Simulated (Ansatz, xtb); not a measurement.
Two isomers of AsBH4Si

Structure X is `B1[SiH2][AsH]1`, a singlet and structure Y is `B[As]=[SiH2]`, a singlet. Both are isolated molecules in the gas phase, relaxed with PBE0-D3(BJ)/pcseg-1; the shapes shown needn't be the lowest conformers.

X (Å):

```xyz
7

As   -0.2959    0.5194    1.8392
B    -1.3108    1.9013    0.8025
Si   -0.8104    0.6102   -0.5430
H    -1.4749    3.0697    0.9752
H     0.1214    0.8520   -1.6796
H    -1.5056   -0.6996   -0.6359
H     0.7249    1.5995    2.1904
```

Y (Å):

| atom | x (Å) | y (Å) | z (Å) |
| --- | --- | --- | --- |
| As | 0.1611 | 2.2380 | 1.1985 |
| B | -1.6757 | 2.2260 | 0.3929 |
| Si | 0.4315 | 0.1733 | 0.5205 |
| H | -2.3342 | 3.2220 | 0.5224 |
| H | -2.1394 | 1.2901 | -0.1998 |
| H | -0.5701 | -0.6282 | -0.2390 |
| H | 1.6581 | -0.6421 | 0.7699 |

Task: Which of the two would you expect CCSD(T)/def2-TZVP electronic energies to favour?

Result: Structure Y; the calculation gives E(Y) − E(X) = −40.3 kJ/mol.

The same difference at several levels:

```tsv
level	geometry	E(Y) − E(X) (kJ/mol)	departure from the last row (kJ/mol)	job, with rough time for the two
PBE0-D3(BJ)/pcseg-1	PBE0-D3(BJ)/pcseg-1	−30.4	+9.9	optimisation, 75 s
HF/def2-TZVP	PBE0-D3(BJ)/pcseg-1	−55.2	−14.9	part of the CCSD(T) run
MP2/def2-TZVP	PBE0-D3(BJ)/pcseg-1	−45.1	−4.8	part of the CCSD(T) run
CCSD(T)/def2-TZVP	PBE0-D3(BJ)/pcseg-1	−40.3		single point, 2.2 min
```

As drawn, Y has 1 As=Si, 1 B–H in place of 1 B–Si, 1 As–Si, 1 As–H. Structure X has a 3-membered ring, Y no ring.

The levels shown agree on the order. The largest departure from CCSD(T)/def2-TZVP is that of HF/def2-TZVP, 14.9 kJ/mol. Levels run at GFN2-xTB geometries aren't shown.

With harmonic frequencies from PBE0-D3(BJ)/pcseg-1 (ideal gas, rigid rotor, one conformer each, 298.15 K, 1 atm): on the last row, ΔE + ΔZPE = −36.9, ΔH = −36.0, ΔG = −39.7 kJ/mol.

The correlated steps freeze 15 core orbitals; the filled d shell of As is correlated, in a basis made for valence electrons. Mirror images aren't counted in ΔG. Run with Ansatz 0.2.0; the last row on 1 thread of AMD EPYC (Zen 3) on a shared host.
